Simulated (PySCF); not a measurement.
# SbH₃: one-bond stretch

Method: PBE0/[Sb def2-TZVP with ECP28, H def2-TZVP], scalar-relativistic core potentials, density fitting, no spin–orbit coupling, PySCF.

Rigid scan from the singlet minimum (Sb–H 1.708 Å (×3); H–Sb–H 91.4° (×3)). Coordinate: the bond from Sb to the last atom (H) scaled, the rest fixed. Energies in kJ/mol from the minimum.

| scale of one bond | E (kJ/mol) | dipole size (D) |
| --- | --- | --- |
| 0.92 | 15.7 | 0.28 |
| 0.96 | 3.6 | 0.27 |
| 1.00 | 0.0 | 0.31 |
| 1.05 | 4.5 | 0.42 |
| 1.12 | 22.0 | 0.61 |
| 1.20 | 51.7 | 0.86 |
| 1.35 | 118.3 | 1.32 |
| 1.55 | 206.1 | – |
| 1.80 | 296.4 | – |
| 2.20 | 391.9 | – |

At long bonds a restricted determinant can lie too high, and another spin state can fall below this curve.

Other isomers or separated fragments may lie lower.

The scan took 4.5 s on 2 threads of a shared Arm Neoverse V2 host; the process peaked at 0.82 GiB. Launch command: `OMP_NUM_THREADS=2 python axn.py task.json out`.
